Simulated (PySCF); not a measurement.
C4H14GeNP.
Atom-mapped SMILES: `[CH3:1][CH2:2][Ge@@H:3]([PH2:4])[N:5]([CH3:6])[CH3:7]` (hydrogens: H8, H9, H10 on C1; H11, H12 on C2; H13 on Ge3; H14, H15 on P4; H16, H17, H18 on C6; H19, H20, H21 on C7)

Method used: PBE0-D3(BJ)/def2-SVP geometry optimisation, gas phase (PySCF 2.14.0).

Task: List the bond lengths, angles and torsions at this level.

Result: 
```csv
bond,length (Å),order
C1–C2,1.523,single
C2–Ge3,1.958,single
Ge3–P4,2.349,single
Ge3–N5,1.843,single
"N5–C6, N5–C7",1.440,single
"C1–H8, C1–H9, C1–H10",1.101,single
C2–H11,1.102,single
C2–H12,1.103,single
Ge3–H13,1.545,single
"P4–H14, P4–H15",1.430,single
"C6–H16, C7–H20",1.112,single
C6–H17 and 3 like bonds,1.104,single
```

Bonds in one row agree within 0.01 Å and their mean is given. Orders are formal, as drawn. A selection of angles:
```csv
angle,degrees
C2–C1–H8,111.2
H8–C1–H9,106.9
C1–C2–Ge3,112.8
C1–C2–H11,111.7
C1–C2–H12,111.3
Ge3–C2–H11,107.0
Ge3–C2–H12,107.7
H11–C2–H12,105.9
C2–Ge3–P4,112.8
C2–Ge3–N5,108.0
C2–Ge3–H13,111.6
P4–Ge3–N5,111.0
P4–Ge3–H13,107.9
N5–Ge3–H13,105.3
Ge3–P4–H14,92.6
H14–P4–H15,93.0
Ge3–N5–C6,118.4
Ge3–N5–C7,118.6
C6–N5–C7,113.5
N5–C6–H16,113.7
N5–C6–H17,110.5
H16–C6–H17,106.9
N5–C7–H21,110.4
```

Dihedral angles: C1–C2–Ge3–P4 -179° (antiperiplanar); C2–Ge3–N5–C6 -56° (synclinal).

P4 (three-coordinate phosphorus) is pyramidal (angles 93.0°, 93.0° and 92.6°, sum 278.6°, 0.88 Å off the plane of its three neighbours). Of the pairs four or more bonds apart, C2···H18 is among the closest relative to their van der Waals radii: 2.92 Å, 101 % of the sum of Bondi's values. Ge3 (germanium bonded to C, N, P and H) is distorted tetrahedral (angles from 105.3° to 112.8°). N5 (nitrogen bonded to 2 C and Ge) has angles 118.6°, 118.4° and 113.5°, sum 350.5°, 0.28 Å off the plane of its three neighbours.

Point group: C1 (no symmetry element, even within 0.4 Å). No PBE0-D3(BJ)/def2-SVP frequencies stand behind this structure, so it isn't proved a minimum. One conformer, not necessarily the lowest (C1–C2–Ge3–P4 -179°, C2–Ge3–P4–H 49° and -45°, C2–Ge3–N5–C6 -56°).
